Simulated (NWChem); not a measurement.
Species: tetrafluoroborate (BF4 anion); SMILES F[B-](F)(F)F

```xyz
5

F      0.5593     0.9529    -0.8830
B      0.0000     0.0000     0.0000
F     -0.7155    -0.9680    -0.7426
F      1.0348    -0.6336     0.7268
F     -0.8785     0.6487     0.8988
```
Atoms are numbered in this order, from 1.

Program: NWChem. Pople sets run with spherical d functions. Sets without diffuse functions describe the anion's extra electron poorly. All runs use the structure optimised with B3LYP/def2-SVPD. Atomic charges in e: unrestrained fits to the electrostatic potential beside Mulliken populations; buried atoms are poorly determined by the fit.

Task: Estimate the computed values for Hartree-Fock/6-31G*. Quantities: ESP F1; Mulliken F1; ESP B2; Mulliken B2; ESP F3; Mulliken F3; ESP F4; Mulliken F4; ESP F5; Mulliken F5; relative RMS misfit of the potential (%).

Result: 
```yaml
ESP F1: -0.51
Mulliken F1: -0.55
ESP B2: 1.03
Mulliken B2: 1.19
ESP F3: -0.51
Mulliken F3: -0.55
ESP F4: -0.51
Mulliken F4: -0.55
ESP F5: -0.51
Mulliken F5: -0.55
relative RMS misfit of the potential (%): 1
```
